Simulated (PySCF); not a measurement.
C₄H₇F₃O₂.
SMILES with atom numbers: `[CH3:1][O:2][CH2:3][O:4][CH2:5][C:6]([F:7])([F:8])[F:9]` (hydrogens: H10, H11, H12 on C1; H13, H14 on C3; H15, H16 on C5)

Structure used (PBE0-D3(BJ)/def2-SVP), in Å, numbered top down from 1:
```
atom  x, y, z in Å
C1     2.5541   -0.1969   -0.1109
O2     1.5467    0.7645   -0.2902
C3     0.4662    0.3178   -1.0240
O4    -0.2697   -0.6756   -0.3597
C5    -0.9635   -0.2321    0.7650
C6    -2.4063    0.0915    0.4360
F7    -3.0516   -0.9611   -0.0585
F8    -3.0473    0.4885    1.5403
F9    -2.4970    1.0774   -0.4657
H10    2.1802   -1.0896    0.4187
H11    3.3523    0.2663    0.4839
H12    2.9760   -0.5215   -1.0811
H13    0.7799   -0.1521   -1.9740
H14   -0.1554    1.2037   -1.2295
H15   -0.9729   -1.0326    1.5207
H16   -0.4993    0.6583    1.2213
```

Linear response at CAM-B3LYP/def2-SVPD (PySCF, frozen core in the response, non-relativistic). Isolated species at its PBE0-D3(BJ)/def2-SVP geometry (one conformer only).

Static isotropic polarisability: 61.65 au (9.14 Å³), principal values 54.9, 59.0, 71.1 au.

**Question.** What is the polarisability at 1064 nm and at the sodium D line?

**Answer.** 61.97 au at 1064 nm (+0.5 %), 62.71 au at 589.3 nm (+1.7 %). The rise at 589.3 nm is 3.32 times that at 1064 nm; a pure ω² law gives 3.26. The lowest singlet lies at 156 nm, shorter than both wavelengths.

**Question.** What is the isotropic C6 coefficient between two such molecules, C6 = (3/π)∫α(iω)² dω?

**Answer.** 1992 au (Eh·bohr⁶) by a ten-point quadrature over imaginary frequencies, which is 1190 eV·Å⁶ or 115 J·nm⁶/mol.

**Question.** Which effective excitation energy ω̄ makes London's formula C6 = (3/4)α²ω̄ exact here?

**Answer.** ω̄ = 4·C6/(3α²) = 0.699 Eh = 19.0 eV. A one-pole form α(ω) = α/(1 − ω²/ω̄²) fitted to the 1064 nm value gives 16.2 eV.

**Question.** The lowest 6 singlets have (eV, f): 7.93, 0.009; 8.34, 0.018; 8.71, 0.028; 8.80, 0.034; 8.94, 0.032; 9.12, 0.025. What share of the static polarisability do they carry in the sum over states α = Σ f/ω²?

**Answer.** 1.42 au, 2.3 % of α; the largest term, 0.33 au, is that of the state at 8.80 eV. Their oscillator strengths add up to 0.15. Higher states carry the rest.

**Question.** How many electrons N does the Slater–Kirkwood formula C6 = (3/4)·√N·α^(3/2) need to give this C6?

**Answer.** N = (4·C6/3)²/α³ = 30.1; the species has 74 electrons in all.

**Question.** What does −C6/R⁶ come to at R = 10 Å between centres?

**Answer.** -110 J/mol. This is the leading, orientation-averaged term; C8 and higher terms are left out.

Rough CPU time on one thread of a shared machine: about 2.8 min. This is the whole response run at CAM-B3LYP/def2-SVPD, SCF included.
